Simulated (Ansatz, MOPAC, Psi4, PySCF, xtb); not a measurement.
Noncovalent pair: CH6OSi (SMILES CO[SiH3]) (first 9 atoms) with CH4 (SMILES C); geometry from B3LYP-D3(BJ)/def2-TZVP, rigid monomers moved along the line of their centres of mass till O2···H11 is 3.08 Å.
(charge 0, multiplicity 1):
```xyz
14

C     -1.60500    -0.46732     0.32159
O     -0.54919     0.46505     0.15077
Si     0.94893     0.03996    -0.38285
H     -2.47914     0.07433     0.68159
H     -1.85976    -0.95630    -0.62414
H     -1.34129    -1.23403     1.05664
H      1.55544    -0.98860     0.50003
H      1.76148     1.27187    -0.37187
H      0.88092    -0.52096    -1.75676
C      0.04812     0.04520     4.02861
H     -0.17356     0.71642     3.20085
H     -0.87750    -0.39008     4.40404
H      0.70774    -0.74950     3.68176
H      0.53778     0.59744     4.82975
```

Monomers are frozen at their geometry in the pair; levels with a basis set take the counterpoise correction. Rows marked so take none.

Cores are frozen in the correlated methods. Rows in 6-31G* carry no dispersion term and start afresh at each structure (6-31G* with six Cartesian d functions). MP2/6-31G* freezes PySCF's default core. The state that PM6 reach isn't checked.

The values were computed with Ansatz (a quantum-chemistry and plane-wave program) with Gaussian orbitals; MOPAC for PM6 (differences of heats of formation); Psi4 for SAPT; PySCF for 6-31G* rows, the dispersion terms; xtb for the GFN methods. 

```csv
level,interaction energy (kcal/mol)
PM6,-0.24
GFN2-xTB,-1.10
HF/6-31G* (no counterpoise),-0.23
PBE-D4/def2-TZVPPD,-1.27
r2SCAN-D4/def2-TZVPPD,-0.96
PBE0-D3(BJ)/def2-TZVPPD,-1.19
MP2/6-31G*,?
MP2/6-31G* (no counterpoise),-0.98
SAPT0/jun-cc-pV(D+d)Z,?
```

**Question.** Fill in the missing entries.

**Answer.** 
- MP2/6-31G*, interaction energy (kcal/mol): -0.32
- SAPT0/jun-cc-pV(D+d)Z, interaction energy (kcal/mol): -0.61
